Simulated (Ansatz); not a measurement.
Isolated molecules relaxed with PBE0-D4/def2-TZVP in Ansatz; ΔE leaves out vibrations. CCSD(T)/CBS adds triple-zeta CCSD(T) − MP2 to the extrapolated MP2 energy (def2 sets, frozen cores). This one scheme is used for every species. Functionals use def2-TZVPP.

Consider the hydrogenolysis of a C–Cl bond: `BC(=C)Cl` + H₂ → `BC=C` + HCl.

Is it downhill or uphill in electronic energy at CCSD(T)/CBS, and by how much? (Best estimate.)

Computed: Downhill: ΔE = -72.0 kJ/mol.

What do these levels give: LDA (SPW92), B2PLYP, PBE, BHLYP, MP2/def2-SVP, SCS-MP2/def2-TZVPP? (An estimate is asked.)

Ansatz gave: LDA (SPW92) -59.8, B2PLYP -74.1, PBE -64.7, BHLYP -84.0, MP2/def2-SVP -77.0, SCS-MP2/def2-TZVPP -72.7 kJ/mol.

Largest T1 diagnostic among the species: 0.011.

From PBE to PBE0 (25 % exact exchange), in def2-TZVPP and without D4, ΔE moves by −8.2 kJ/mol. At CCSD(T), def2-SVP lies −9.0 kJ/mol from the extrapolated value and def2-TZVPP −3.0 kJ/mol.
